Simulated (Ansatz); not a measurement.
C6H16Ge, SMILES `C[CH2][GeH]([CH2]C)[CH2]C`, relaxed with RKS PBE0-D4/def2-TZVP in Ansatz 0.2.0 from a PBE-D4/def2-SVP geometry. The force threshold is 0.005 eV/Å; the program also tests the step.

Charge 0, multiplicity 1.

Start:

```xyz
23

C    -0.396    2.164   -0.626
C    -1.027    0.809   -0.959
Ge   -0.153   -0.709   -0.029
C    -0.310   -0.474    1.932
C    -1.757   -0.373    2.427
C     1.754   -0.811   -0.561
C     1.963   -0.990   -2.068
H     0.676    2.201   -0.910
H    -0.450    2.387    0.461
H    -0.900    3.002   -1.153
H    -0.984    0.609   -2.051
H    -2.105    0.796   -0.691
H    -0.869   -2.036   -0.445
H     0.215   -1.326    2.414
H     0.265    0.436    2.208
H    -1.814   -0.249    3.529
H    -2.342   -1.281    2.169
H    -2.287    0.492    1.975
H     2.215   -1.648    0.005
H     2.253    0.114   -0.200
H     1.535   -0.144   -2.647
H     3.039   -1.053   -2.336
H     1.478   -1.916   -2.442
```

Question: By how much does the energy fall, and how many steps does the optimiser take? (Estimate.)

Answer: Ansatz gave: 8.08 kJ/mol, in 7 steps.

Question: Which bonds change most? (Best estimate.)

Answer: The calculation gave: C1–H10 from 1.111 to 1.094 Å; C7–H22 from 1.111 to 1.094 Å; C5–H16 from 1.111 to 1.094 Å; C2–H11 from 1.111 to 1.094 Å.

Question: Give the relaxed structure. (An estimate is asked.)

Answer: The calculation gave: 
```xyz
23

C    -0.403    2.129   -0.625
C    -1.024    0.778   -0.954
Ge   -0.147   -0.717   -0.024
C    -0.302   -0.479    1.921
C    -1.739   -0.339    2.404
C     1.744   -0.818   -0.551
C     1.949   -0.950   -2.054
H     0.654    2.166   -0.903
H    -0.463    2.350    0.445
H    -0.905    2.946   -1.152
H    -0.976    0.583   -2.029
H    -2.085    0.766   -0.690
H    -0.854   -2.037   -0.427
H     0.184   -1.333    2.402
H     0.284    0.403    2.199
H    -1.793   -0.222    3.490
H    -2.337   -1.216    2.140
H    -2.229    0.532    1.959
H     2.192   -1.666   -0.025
H     2.246    0.077   -0.171
H     1.537   -0.092   -2.592
H     3.009   -1.017   -2.315
H     1.458   -1.844   -2.448
```
